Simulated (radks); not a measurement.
Results of a calculation; reference values are marked as such.
Effect of the nuclear size on neutral antimony, [Kr] 4d10 5s2 5p3. Level of theory: Dirac Kohn-Sham, BLYP, spin-unpolarised, spherical densities, finite nucleus; open shells fill j = l - 1/2 first; Fermi nuclear charge, rms radius 4.6802 fm (a radial shooting solver on a logarithmic mesh with Libxc functionals). The rms radius is varied about that value; shifts are against it.

rms radius (fm)  total energy shift (eV)  density at nucleus (e/bohr^3)  1s1/2 shift (meV)  2s1/2 shift (meV)  4s1/2 shift (meV)  4p1/2 shift (meV)  5s1/2 shift (meV)
4.1888                            -0.924                      2.128e+05               -387              -44.7              -1.72              0.139             -0.174
4.3058                            -0.712                      2.118e+05               -298              -34.4              -1.32              0.107             -0.134
4.6802                                 0                       2.09e+05              0.000              0.000              0.000              0.000              0.000
4.947                              0.538                      2.072e+05                225               26.0              1.000             -0.081              0.101
5.2793                              1.24                       2.05e+05                520               60.1               2.31             -0.188              0.234

Slopes of the eigenvalues against <r^2> in GHz/fm^2, as finite differences over the two radii next to the reference (eigenvalue slopes, not the field-shift constants of lines): 1s1/2 21300, 2s1/2 2460, 4s1/2 94.7, 4p1/2 -7.69, 5s1/2 9.59.
